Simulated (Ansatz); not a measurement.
One geometry of Zn₆Se₆ (relaxed from a model of (ZnSe)6 ring, whose bonding it doesn't keep), several levels of theory.

```yaml
crystal:
  periodic: [false, false, false]
  atoms:
    - {symbol: Se, position_ang: [2.684264, 1.296206, 0.108759]}
    - {symbol: Se, position_ang: [-1.488553, 2.015587, 1.618703]}
    - {symbol: Se, position_ang: [0.806973, -0.975607, 2.696465]}
    - {symbol: Se, position_ang: [1.488420, -2.016268, -1.617961]}
    - {symbol: Se, position_ang: [-2.684589, -1.295075, -0.109210]}
    - {symbol: Se, position_ang: [-0.807111, 0.975384, -2.696467]}
    - {symbol: Zn, position_ang: [1.319238, 0.497165, -1.694827]}
    - {symbol: Zn, position_ang: [0.797898, 1.291131, 1.590390]}
    - {symbol: Zn, position_ang: [-1.318825, -0.498312, 1.694313]}
    - {symbol: Zn, position_ang: [1.862372, -1.046582, 0.544148]}
    - {symbol: Zn, position_ang: [-0.798003, -1.290964, -1.590421]}
    - {symbol: Zn, position_ang: [-1.862073, 1.047336, -0.543902]}
basis:
  gaussian: {orbitals: def2-SVP, initial_orbitals: start.molden}
hamiltonian: {xc: pbe}
correlation: {method: rpa, frozen_orbitals: {Se: 9, Zn: 9}}
scf: {omitted_lower_state_checks: [starts]}
```

The file start.molden holds the orbitals of an earlier run on this structure, at another level or in another basis.

```sh
$ ansatz run in.yaml --threads 2 --pin off --events-out ev --progress --plain --max-ram 22528MiB --backend cuda --devices 0, --max-vram 18GiB
```

It prints (some lines left out):

```
Functional definition: PBE
3618 factors; integrals over basis functions are off by at most 6.0e-4 eV
mean field evaluation 1: about -682439.4931 eV, gradient 2.3e1 eV
mean field evaluation 2: about -682440.2554 eV, gradient 8.1e-1 eV
mean field evaluation 4: about -682440.2206 eV, gradient 2.7e-1 eV
mean field evaluation 8: about -682440.2210 eV, gradient 4.4e-5 eV
mean field -682440.22095981 eV, -25079.2155456771 hartree, gradient 2.0e-6 eV, S^2 0.000000; 0 other end points of the search recorded, 0 dependent functions left out
108 core orbitals not correlated: weight in the atoms' cores, before any rotation towards them, 1.000 or more for the frozen orbitals, at most 0.000 for the correlated occupied ones
reference -681999.34727963 eV, -25063.0137367657 hartree; 84, 84 occupied and 186, 186 virtual orbitals, 3618 factors
Total energy: -682114.08216964 eV, -25067.2301662033 hartree
Checks for a lower state left out: starts
```

Run time 10 s (2 threads of AMD EPYC 7R13 on a shared host and a share (18 GiB) of an NVIDIA H100 80GB HBM3), peak host memory 1.9 GiB.

As the first input, with `gaussian: {orbitals: STO-3G}`, `hamiltonian: {xc: hf}`, `output: {orbitals: {seedname: orbitals}}` and without the key `correlation` (abridged; 4.3 min, on the CPU threads alone):

```
Functional definition: HF
mean field evaluation 16: about -674433.7132 eV, gradient 1.1e1 eV
mean field evaluation 32: about -674440.1449 eV, gradient 1.5e-5 eV
mean field -674440.14494496 eV, -24785.2181747779 hartree, gradient 1.1e-5 eV, S^2 0.000000
Total energy: -674440.14494496 eV, -24785.2181747779 hartree
Checks for a lower state left out: starts
```

First input, but with `gaussian: {orbitals: def2-TZVP, fitting: {mean_field: def2-universal-jkfit}, initial_orbitals: start.molden}`, `hamiltonian: {xc: {name: PBE-QIDH}}`, `correlation: {frozen_orbitals: {Se: 9, Zn: 9}}` (abridged; 10 s):

```
Functional definition: PBE-QIDH
mean field -682408.48736504 eV, -25078.0493575794 hartree, gradient 1.8e-6 eV, S^2 0.000000
108 core orbitals not correlated: weight in the atoms' cores, before any rotation towards them, 1.000 or more for the frozen orbitals, at most 0.000 for the correlated occupied ones
second order -125.71036632 eV of doubles, -0.00000000 eV of singles
Total energy: -682450.39083655 eV, -25079.5892817539 hartree
Checks for a lower state left out: starts
```

As the first input, with `gaussian: {orbitals: def2-TZVP, fitting: {mean_field: def2-universal-jkfit}, initial_orbitals: start.molden}`, `hamiltonian: {xc: pbe0, dispersion: d4}`, `output: {orbitals: {seedname: orbitals}}` and without the key `correlation` (abridged; 6 s):

```
Functional definition: PBE0
mean field -682546.52011885 eV, -25083.1219677199 hartree, gradient 1.9e-5 eV, S^2 0.000000
Total energy: -682547.74341423 eV, -25083.1669229959 hartree
Checks for a lower state left out: starts
```

As the first input, with `gaussian: {orbitals: def2-TZVP, fitting: {mean_field: def2-universal-jkfit}, initial_orbitals: start.molden}`, `hamiltonian: {xc: r2scan, dispersion: d4}`, `output: {orbitals: {seedname: orbitals}}` and without the key `correlation` (abridged; 7.5 s):

```
Functional definition: r2SCAN
mean field -682629.78523226 eV, -25086.1819041984 hartree, gradient 4.2e-5 eV, S^2 0.000000
Total energy: -682630.10583119 eV, -25086.1936859917 hartree
Checks for a lower state left out: starts
```

The first input with `correlation: {method: mp2, frozen_orbitals: {Se: 9, Zn: 9}}`, `output: {orbitals: {seedname: orbitals}}` and without the key `hamiltonian` (abridged; 5 s):

```
Functional definition: HF
mean field -682005.37111736 eV, -25063.2351087189 hartree, gradient 3.4e-6 eV, S^2 0.000000
108 core orbitals not correlated: weight in the atoms' cores, before any rotation towards them, 1.000 or more for the frozen orbitals, at most 0.000 for the correlated occupied ones
second order -87.55792115 eV of doubles, -0.00000000 eV of singles
Total energy: -682092.92903851 eV, -25066.4528029723 hartree
Checks for a lower state left out: starts
```

First input, but with `hamiltonian: {xc: pbe, dispersion: d4}`, `output: {orbitals: {seedname: orbitals}}` and without the key `correlation` (abridged; 4.4 s):

```
Functional definition: PBE
mean field -682440.22095593 eV, -25079.2155455346 hartree, gradient 3.0e-5 eV, S^2 0.000000
Total energy: -682441.58296051 eV, -25079.2655982799 hartree
Checks for a lower state left out: starts
```

Geometry: r2SCAN-D4/def2-SVP.

Correlated methods freeze 108 core orbitals; core or outer-core shells of Se are correlated, in sets that lack core-valence functions. Single mean-field runs in def2-TZVP are fitted with def2-universal-jkfit.
